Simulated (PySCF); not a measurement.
A geometry optimisation on `C=C([Se]C)C1CCC1`.

Method: PBE0-D3(BJ)/def2-SVP geometry optimisation, gas phase (PySCF 2.14.0). Start geometry: GFN2-xTB. The input is one job of a driver script: a line of settings, then coordinates in Å.

Input:
```
{"job": {"xc": "PBE0", "basis": "def2-SVP", "d3": "d3bj", "grid": 1, "kind": "geom"}, "charge": 0, "multiplicity": 1}
C      1.576164     1.264978     0.367636
C      0.606005     0.404875     0.089356
Se     0.871909    -1.104767    -1.076501
C      2.772891    -0.968987    -1.469236
C     -0.770534     0.518317     0.663688
C     -1.930997     0.383842    -0.345531
C     -2.323450    -0.961701     0.279213
C     -1.284649    -0.745554     1.387860
H      2.569204     1.192414    -0.038904
H      1.400719     2.095789     1.031226
H      3.339376    -0.984875    -0.541347
H      3.024613    -1.838851    -2.071153
H      2.970427    -0.061054    -2.033973
H     -0.814840     1.424497     1.271454
H     -2.684541     1.160883    -0.236578
H     -1.619636     0.335325    -1.388528
H     -2.092219    -1.812069    -0.361407
H     -3.355405    -1.039054     0.614526
H     -1.714987    -0.533737     2.364410
H     -0.545200    -1.538987     1.490752
```

Q: Estimate the output.

A: 
```
step   0  E = -2674.37866467  max force = 0.012128
step   1  E = -2674.38096249  max force = 0.002368
step   2  E = -2674.38102588  max force = 0.000721
step   3  E = -2674.38103921  max force = 0.000258
optimisation converged
```

Energies in Eh; «max force» is the largest Cartesian gradient component in Eh/bohr.

Q: How much energy does the optimisation release, in kJ/mol?

A: E(step 0) − E(last step) = 0.002375 Eh, which is 6.2 kJ/mol.

Q: Give the first gradient maximum in eV/Å.

A: With 1 Eh/bohr = 51.422 eV/Å, 0.624 eV/Å.

Summary of the converged run: final energy -2674.38104 Eh after 3 steps; dipole 0.69 D.

Q: Give the final coordinates.

A: 0.043 Å rms from the input after alignment:
```
atom  x, y, z in Å
C1     1.5739    1.4605    0.2388
C2     0.6158    0.5717   -0.0542
Se3    0.8942   -0.9337   -1.2003
C4     2.7782   -0.7251   -1.5737
C5    -0.7734    0.6720    0.5054
C6    -1.9554    0.5527   -0.4989
C7    -2.3680   -0.7911    0.1353
C8    -1.3228   -0.5795    1.2492
H9     2.5892    1.4016   -0.1559
H10    1.3479    2.2979    0.9055
H11    3.3613   -0.7463   -0.6430
H12    3.0642   -1.5800   -2.2008
H13    2.9688    0.2067   -2.1234
H14   -0.8075    1.5896    1.1115
H15   -2.6977    1.3530   -0.3666
H16   -1.6702    0.5244   -1.5608
H17   -2.1504   -1.6595   -0.5047
H18   -3.4148   -0.8689    0.4633
H19   -1.7586   -0.3267    2.2265
H20   -0.5972   -1.3926    1.3955
```

Cost: about 1.7 min of CPU time on one thread; the machine was shared, so the figure is rough.
Labels such as C1 count atoms from 1, the log's own numbers from 0.
